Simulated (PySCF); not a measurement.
A run for PySCF: R-B3LYP/6-31G* on C2H2 (SMILES C#C) with ghost functions, monomers drawn apart or pushed together.

```python
from pyscf import gto, scf, dft, mp
from pyscf.data.elements import chemcore

mol = gto.M(
    atom='''
    C    -0.13296582   -0.10574667    0.11218648
    C     0.35732020    0.38157968   -0.86583565
    H    -0.55975168   -0.53367843    0.98988141
    H     0.78737977    0.81099856   -1.73748790
    ghost-C    0.60995500   -0.19976708    4.51459136
    ghost-F   -0.49661822   -0.92426991    4.06655446
    ghost-H    1.09298311    0.26269668    3.65378981
    ghost-H    0.26321485    0.56281847    5.21170488
    ghost-H    1.29415349   -0.88766400    5.01097719
    ''',
    basis='6-31g*',
    cart=True,
    charge=0, spin=0, verbose=3, max_memory=1800)
mf = dft.RKS(mol, xc='b3lyp')
mf.conv_tol = 1e-8
mf.max_cycle = 100
mf.kernel()
if not mf.converged:
    mf = mf.newton().run(mf.mo_coeff, mf.mo_occ)
```

Task: Predict the final total energy.

Result: -77.3256 hartree.
